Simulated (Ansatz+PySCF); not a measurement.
Results of a calculation; reference values are marked as such.
## Several solutions for singlet CuH

```yaml
atoms:
  - { symbol: Cu, position_ang: [0.0000, 0.0000, -0.0738] }
  - { symbol: H, position_ang: [0.0000, 0.0000, 2.1404] }
```

Basis set: cc-pVDZ (spherical functions). Charge 0, multiplicity 1.

UHF was run from several starts with Ansatz (development build ahead of 0.2.0) and PySCF 2.14.0.

```
run  program                                 start  converged  energy (hartree)  <S²>
  A    PySCF   guess minao, instabilities followed        yes       -1639.48000  0.45
  B   Ansatz               atomic start, no search        yes       -1639.47581  0.00
  C    PySCF      guess 1e, instabilities followed        yes       -1639.48000  0.45
  D   Ansatz           search for the lowest state        yes       -1639.48000  0.45
  E    PySCF    guess atom, instabilities followed        yes       -1639.48000  0.45
  F   Ansatz               stability test followed        yes       -1639.48000  0.45
  G    PySCF                      program defaults        yes       -1639.47581  0.00
  H    PySCF  guess huckel, instabilities followed        yes       -1639.48000  0.45
```

(1) Which runs reached the lowest solution of this kind, and what is wrong with the others?

Answers

(1) A, C, D, E, F, H reached the lowest solution found. Converged but too high: B by 0.11 eV, G by 0.11 eV. Convergence only shows a stationary point, and even a stable one can lie too high; stability tests and further starts are what find lower ones. Caution: the unrestricted determinant is spin contaminated.
